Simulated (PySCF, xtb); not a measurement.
OSe, SMILES [Se]=O (connectivity only; charge and spin as stated), neutral, multiplicity 3.

Harmonic wavenumbers (cm⁻¹) from xtb with GFN2-xTB at its own minimum, in rising order: 865.

Q: What does PBE-D3(BJ)/def2-TZVP in PySCF give at its own minimum? (Estimate from the structure and the level; the computed values follow.)

A: 896. Paired by order, the mean absolute difference is 31 cm⁻¹ and the zero-point energies are 1.2 and 1.3 kcal/mol.
